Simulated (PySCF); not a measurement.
**GaF⁺: energy against distance**

Set-up: basis Ga def2-TZVPPD, F def2-TZVPPD; no relativity; PySCF 2.14. Energies in eV from Ga⁺ + F in their ground configurations at the same level. State: ²Σ⁺ (doublet), unpaired electrons σ ↑.

All columns are PBE0. A positive dipole points towards F; it is taken about the centre of mass and depends on that origin.

```tsv
R (Å)	E (eV)	μ (D)	Mulliken charge on Ga (basis-dependent)	HOMO (eV)	LUMO (eV)	Mayer bond order	⟨S²⟩
1.469	-0.276	-2.77	0.86	-16.21	-12.30	1.36	0.75
1.537	-1.036	-3.05	0.90	-16.34	-12.48	1.32	0.75
1.605	-1.441	-3.31	0.96	-16.47	-12.66	1.27	0.75
1.657	-1.580	-3.50	1.00	-16.55	-12.78	1.22	0.75
1.708	-1.618	-3.67	1.04	-16.63	-12.89	1.17	0.75
1.759	-1.583	-3.81	1.08	-16.70	-12.98	1.12	0.75
1.828	-1.458	-3.95	1.13	-16.79	-13.08	1.05	0.76
1.913	-1.235	-4.04	1.16	-16.89	-13.16	0.95	0.76
2.015	-0.940	-4.01	1.18	-16.99	-13.17	0.83	0.77
2.152	-0.593	-3.78	1.16	-17.06	-13.09	0.65	0.77
```

A fit through these points gives, at Re = 1.706 Å, μ = -3.66 D and dμ/dR = -3.06 D/Å; the reduced mass is 14.89 u.

Question: How strong is the fundamental in the double-harmonic approximation, I = 42.26·(dμ/dR)²/μred km/mol?

Answer: I = 42.26·(-3.06)²/14.89 = 26.6 km/mol at PBE0.

Spin–orbit coupling is left out. For an ion De counts to the pair picked by the measured ionisation energies or electron affinities, which need not be the lowest pair at this level. The state is the lowest determinant that a PBE0 search found; another state may lie lower at other levels.
